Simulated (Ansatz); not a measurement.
`CC(C)(C)O[Si]Cl`, 16 atoms. Charge 0, multiplicity 1. Hardware: A = 2 threads of an AMD EPYC 7R13 on a shared host and a share of an NVIDIA H100 80 GB; B = 2 threads of an AMD EPYC 7R13 on a shared host. Correlated methods freeze the cores. Open-shell runs search over several starts.

Q: How many basis functions does each run have, and how long does it take in Ansatz? RHF-CCSD(T)/def2-SVP energy [A]; UKS ωB97X-V/def2-TZVPP energy of the cation [A]; RKS PBE0-D4/def2-TZVP frequencies [A]; UKS ωB97M-V/def2-TZVPP energy of the cation [A]; UHF-MP2/def2-QZVPP energy of the cation [A]; direct RPA on PBE orbitals/def2-TZVPP energy [A]; RKS PBE0-D4/def2-SVP energy [B]; RKS PBE0-D4/def2-TZVP relaxation (7 steps) [A]; RKS ωB97M-V/def2-QZVPP energy [A]; RKS PBE0-D4/def2-TZVPP energy [A]; RKS ωB97X-V/def2-TZVPP energy [A]; RKS ωB97M-V/def2-SVP energy [B]. (Estimate.)

A: Ansatz gave: Other jobs shared the machine, so times are rough.

```tsv
level	job	functions	wall time	peak host memory (GiB)
RHF-CCSD(T)/def2-SVP	energy [A]	151	2.3 s	0.82
RKS PBE0-D4/def2-TZVPP	energy [A]	365	2.6 s	0.9
RKS ωB97X-V/def2-TZVPP	energy [A]	365	3.5 s	1
direct RPA on PBE orbitals/def2-TZVPP	energy [A]	365	6.5 s	1.8
RKS PBE0-D4/def2-SVP	energy [B]	151	7 s	0.53
UKS ωB97X-V/def2-TZVPP	energy of the cation [A]	365	8.6 s	1.1
RKS ωB97M-V/def2-QZVPP	energy [A]	695	11 s	1.4
UKS ωB97M-V/def2-TZVPP	energy of the cation [A]	365	13 s	1.2
RKS PBE0-D4/def2-TZVP	relaxation (7 steps) [A]	283	16 s	0.97
RKS ωB97M-V/def2-SVP	energy [B]	151	16 s	0.68
UHF-MP2/def2-QZVPP	energy of the cation [A]	695	18 s	1.4
RKS PBE0-D4/def2-TZVP	frequencies [A]	283	2.6 min	0.99
```
